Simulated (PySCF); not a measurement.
**State search for HfH**

Unrestricted PBE0; basis Hf def2-TZVPPD with ECP60, H def2-TZVPPD; scalar-relativistic core potentials; PySCF 2.14. Outer shells of the fragments: Hf 5d2 6s2; H 1s1.

Followed along the bond (rough minima from three points):

```
2Ms+1       unpaired  ⟨S²⟩ at the start  R at minimum (Å)  Te (eV)
    2            δ ↑               0.79              1.84     0.00
    2            π ↑               1.12              1.83     0.03
    4  σ ↑, π ↑, δ ↑               3.75              1.87     0.40
    4      σ ↑, δ ↑↑               3.75              1.87     0.58
    4      σ ↑, π ↑↑               3.75              1.86     0.74
    2  σ ↑, π ↓, δ ↑               1.75              1.86     0.98
```

Solutions found at the starting distance of 1.720 Å, counted from the lowest of them; the search is not exhaustive and high or unbound solutions are not listed, so other states can lie among these:

| 2Ms+1 | unpaired | term | E (eV) | ⟨S²⟩ | ⟨Lz²⟩ | μ (D) |
| --- | --- | --- | --- | --- | --- | --- |
| 2 | δ ↑ | ²Δ | 0.00 | 0.79 | 4.01 | -0.96 |
| 2 | π ↑ | mixed | 0.01 | 1.12 | 1.84 | -1.35 |
| 4 | σ ↑, π ↑, δ ↑ | mixed | 0.45 | 3.75 | 4.91 | -1.61 |
| 4 | σ ↑, π ↑, δ ↑ | mixed | 0.45 | 3.75 | 4.99 | -1.74 |
| 4 | σ ↑, δ ↑↑ | ⁴Σ⁻ | 0.64 | 3.75 | 0.00 | -2.47 |
| 4 | σ ↑, π ↑↑ | ⁴Σ⁻ | 0.76 | 3.75 | 0.00 | -1.23 |
| 2 | σ ↑, π ↓, δ ↑ | mixed | 1.02 | 1.75 | 4.99 | -2.17 |
| 4 | σ ↑↑, δ ↑ | ⁴Δ | 1.19 | 3.75 | 4.01 | 0.77 |
| 2 | σ ↑ | ²Σ⁺ | 1.24 | 0.75 | 0.00 | 0.93 |
| 2 | σ ↓, π ↑, δ ↑ | mixed | 1.25 | 1.74 | 5.00 | -1.78 |

A term symbol is given only where ⟨S²⟩ and ⟨Lz²⟩ are close to those of a pure state; real π, δ and φ orbitals otherwise mix terms. A positive dipole means Hf(−)H(+).

Spin–orbit coupling is left out. With d or f electrons several states lie close, and the lowest PBE0 determinant need not be the measured ground state.
